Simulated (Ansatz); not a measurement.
A geometry relaxed with B3LYP-D3(BJ)/def2-TZVP (Ansatz, a program for electronic structure), charge 0, multiplicity 1:

```xyz
11

C     -0.7527    -0.1453    -0.4503
H     -2.2912     0.2213     0.9442
H      2.2595    -1.4953     0.2883
H     -0.5158    -0.4344    -1.4715
H      0.1388     0.4221     1.4355
H     -2.8367    -0.2819    -0.7460
C     -2.0232    -0.0658    -0.0665
C      1.7321    -0.5623     0.1991
C      1.7001     0.6722    -0.1570
C      0.4085     0.1357     0.4187
H      2.1806     1.5337    -0.5855
```

Problem. Write the SMILES of this molecule.

Solution. `C=CC1C=C1`
